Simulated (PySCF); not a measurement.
# Molecular orbitals of CaBe

HSE06 at R = 3.452 Å; Ca pcseg-1, Be pcseg-1; no relativity (PySCF 2.14). State: ¹Σ⁺ (singlet), closed shell. Only the outer orbitals are listed, counted within each symmetry.

| orbital | occ. | ε (eV) | on Ca (%) | main shells (%) |
| --- | --- | --- | --- | --- |
| 5σ | 2 | -49.98 | 100 | 100 Ca s |
| 2π | 2 | -30.06 | 100 | 100 Ca p |
| 2π | 2 | -30.06 | 100 | 100 Ca p |
| 6σ | 2 | -30.02 | 100 | 100 Ca p |
| 7σ | 2 | -6.36 | 15 | 83 Be s, 10 Ca s |
| 8σ | 2 | -3.80 | 80 | 79 Ca s, 10 Be s, 10 Be p |
| 9σ | 0 | -2.02 | 43 | 56 Be p, 20 Ca p, 13 Ca d |
| 3π | 0 | -1.84 | 33 | 67 Be p, 19 Ca p, 14 Ca d |
| 3π | 0 | -1.84 | 33 | 67 Be p, 19 Ca p, 14 Ca d |

Task: Which are the highest filled and the lowest empty level, where do they sit, and how wide is the gap?

Result: Highest filled 8σ at -3.80 eV (in %: 79 Ca s, 10 Be s, 10 Be p); lowest empty 9σ at -2.02 eV (in %: 56 Be p, 20 Ca p, 13 Ca d); the gap at HSE06 is 1.78 eV.

- bond order (Mayer): 0.59
- ⟨S²⟩: 0.000
- charge on Ca (Mulliken, basis-dependent): 0.10
- charge on Ca (Löwdin, basis-dependent): 0.10
- dipole moment (positive dipole means Ca(−)Be(+)): -0.87 D

Closed-shell solutions of metal pairs were not tested for spin polarisation, which can lower them a little.
